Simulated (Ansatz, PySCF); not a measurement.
Noncovalent pair: H2 (SMILES [H][H]) (first 2 atoms) with CH4S (SMILES CS); geometry from B3LYP-D3(BJ)/def2-TZVP, rigid monomers moved along the line of their centres of mass till H1···S4 is 4.23 Å.
(charge 0, multiplicity 1):
```xyz
8

H      0.030    -0.330     0.154
H      0.378    -0.161    -0.483
C      0.745     0.895     4.275
S     -0.892     0.095     4.259
H      0.751     1.769     4.922
H      1.438     0.157     4.676
H      1.063     1.165     3.270
H     -1.581     1.137     3.765
```

Monomers are frozen at their geometry in the pair; levels with a basis set take the counterpoise correction.

Cores are frozen in the correlated methods. CBS(a, b) extrapolates the correlation energy as X⁻³ and adds the Hartree–Fock energy of set b. Rows in 6-31G* carry no dispersion term and start afresh at each structure (6-31G* with six Cartesian d functions). MP2/6-31G* freezes PySCF's default core.

The values were computed with Ansatz (a first-principles code) with Gaussian orbitals; PySCF for 6-31G* rows, the dispersion terms. Values without a source in brackets are computed.

**Question.** Predict the interaction energy from B3LYP-D4/def2-TZVPPD.

**Answer.** -10 meV
